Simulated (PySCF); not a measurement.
Continuum solvent and chemical shifts

Atoms are numbered as in `[O:1]=[C:2]([Cl:3])[c:4]1[cH:5][cH:6][c:7]([SiH3:8])[cH:9][cH:10]1`; H(Xn) means a hydrogen on atom n.

GIAO PBE0/pcSseg-1 in PySCF on one PBE0-D3(BJ)/def2-SVP conformer, non-relativistic, equivalent nuclei averaged. Solvents enter as an IEF-PCM continuum (methanol with ε = 32.6, acetonitrile with ε = 35.7) around the gas-phase geometry. Shifts are referred to TMS computed in the same medium.

Gas phase, δ in ppm: C2 175.1, C7 144.8, C6/C9 141.8, C4 137.1, C5/C10 137.1, Si8 -62.7, H(C5)/H(C10) 8.33, H(C6)/H(C9) 7.86, H(Si8) 4.59. Dipole moment 3.35 D.

(1) How does each δ change in the continuum?

(2) Which of the listed nuclei move most (in ppm), and what does the model miss? (N and O are left out, as their reference compounds move with the solvent too.)

Results:

(1) 
```
       atoms                        environment  Δδ, methanol  Δδ, acetonitrile
          C2                    carbonyl carbon          +3.7              +3.7
          C7        substituted aromatic carbon          +3.6              +3.6
       C6/C9                        aromatic CH          +2.2              +2.2
          C4        substituted aromatic carbon          +0.4              +0.4
      C5/C10                        aromatic CH          +1.3              +1.3
         Si8           silicon bonded to C, 3 H          -0.3              -0.3
H(C5)/H(C10)         hydrogen on an aromatic CH         +0.11             +0.11
 H(C6)/H(C9)         hydrogen on an aromatic CH         +0.31             +0.31
      H(Si8)  hydrogen on a silicon bonded to C         -0.02             -0.02
```

Changes are relative to the gas phase. The dipole moment becomes 4.28 D in methanol, 4.29 D in acetonitrile.

(2) C2 (carbonyl carbon, +3.7 ppm) and C7 (substituted aromatic carbon, +3.6 ppm) in acetonitrile. A continuum only polarises the solute; specific hydrogen bonds, the anisotropy of aromatic solvents and changes of geometry or conformer are outside it.
